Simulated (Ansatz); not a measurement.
C2H5BClFSi (`F[C@@H]1B[Si@H](Cl)C1`). The species carries charge 0 and has multiplicity 1. The structure was optimised at the PBE0-D4/def2-TZVP level.

```xyz
11

F     0.759   -2.263   -0.324
C     0.319   -1.026    0.002
B    -0.707   -0.618    1.044
Si   -0.466    1.196    0.206
Cl   -2.144    1.876   -0.776
C     0.621    0.122   -0.936
H     0.841   -0.709    1.037
H    -1.206   -1.262    1.906
H     0.179    2.373    0.837
H     1.677    0.341   -1.097
H     0.128   -0.030   -1.899
```

Problem. What is the dipole moment at PBE/def2-TZVPP? (An estimate is asked.)

Solution. Computed: 1.51 D, with components (1.45, 0.24, 0.35) D in this frame, pointing from negative to positive charge.

Problem. And with r2SCAN, B3LYP, ωB97M-V? (Best estimate.)

Solution. Ansatz gave: r2SCAN 1.53 D, B3LYP 1.52 D, ωB97M-V 1.52 D.

Problem. Give the Mulliken charges with PBE, r2SCAN, B3LYP in def2-TZVPP. (An estimate is asked.)

Solution. The calculation gave: 
| atom | PBE | r2SCAN | B3LYP |
| --- | --- | --- | --- |
| F1 | -0.15 | -0.20 | -0.20 |
| C2 | 0.22 | 0.30 | 0.27 |
| B3 | -0.15 | -0.17 | -0.13 |
| Si4 | 0.27 | 0.39 | 0.34 |
| Cl5 | -0.22 | -0.25 | -0.25 |
| C6 | -0.20 | -0.22 | -0.25 |
| H7 | 0.07 | 0.05 | 0.05 |
| H8 | 0.05 | 0.04 | 0.07 |
| H9 | -0.06 | -0.08 | -0.07 |
| H10 | 0.09 | 0.07 | 0.10 |
| H11 | 0.09 | 0.08 | 0.10 |

B3LYP here is the variant with VWN-RPA as its local correlation; programs differ in this.
